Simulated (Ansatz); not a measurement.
Reaction (ligand exchange at the Al–O bond): `B[O][AlH][NH2]` + `BS` → `B[S][AlH][NH2]` + `BO`

Program: Ansatz. Geometries: PBE0-D4/def2-TZVP. ΔE: electronic, gas phase. CCSD(T)/CBS is the MP2 limit (def2-TZVPP, def2-QZVPP) plus CCSD(T) − MP2 in def2-TZVPP, frozen cores. This one scheme is used for every species. DFT in def2-TZVPP. HSE06 is defined as in plane-wave codes. One conformer a species, not always the lowest.

`B[O][AlH][NH2]`:

Cartesian coordinates in Å:
```
B -1.835 1.158 0.037
O -0.856 0.280 -0.164
Al 0.376 -0.839 -0.435
N 1.910 -0.600 0.392
H -2.624 0.979 0.931
H -1.925 2.127 -0.675
H 0.128 -2.049 -1.404
H 2.124 0.156 1.022
H 2.703 -1.212 0.295
```

`BS`:

Z-matrix (Å, degrees):
```
B
S 1 1.765
H 1 1.192 2 115.8
H 1 1.190 2 121.4 3 -180.0
H 2 1.344 1 99.2 3 180.0
```

`B[S][AlH][NH2]`:

Cartesian coordinates in Å:
```
B 0.776 0.199 1.810
S 1.678 -0.740 0.597
Al 0.334 -0.596 -1.155
N -1.185 0.288 -1.083
H 1.266 0.303 2.893
H -0.277 0.712 1.573
H 0.769 -1.312 -2.490
H -1.814 0.368 -1.865
H -1.548 0.776 -0.281
```

`BO`:

Cartesian coordinates in Å:
```
B -0.149 -0.320 0.230
O -0.217 0.804 -0.511
H -1.184 -0.758 0.640
H 0.910 -0.841 0.457
H 0.640 1.115 -0.816
```

CCSD(T)/CBS gives +34.4 kJ/mol.

Problem. Another level gave +39.8 kJ/mol. Which?
A. SCS-MP2/def2-TZVPP
B. HSE06/def2-TZVPP
C. revPBE-D4/def2-TZVPP
D. CAM-B3LYP-D4/def2-TZVPP

Solution. A. SCS-MP2/def2-TZVPP 39.8, HSE06 30.5, CAM-B3LYP-D4 46.3, revPBE-D4 25.7 kJ/mol.

Largest T1 diagnostic among the species: 0.015.

In def2-TZVPP, CCSD(T) changes the Hartree–Fock value by −15.9 kJ/mol (the triples alone add −3.8 kJ/mol) and MP2 by −18.0 kJ/mol. The D4 term adds −4.8 kJ/mol with B3LYP and −2.6 kJ/mol with PBE0; it sums over pairs of atoms, weighted by their polarisabilities, and B3LYP, whose exchange is more repulsive, gets the larger term. At CCSD(T), def2-SVP lies +4.7 kJ/mol from the extrapolated value and def2-TZVPP +1.9 kJ/mol.

B3LYP here is the variant with VWN-RPA as its local correlation; programs differ in this.
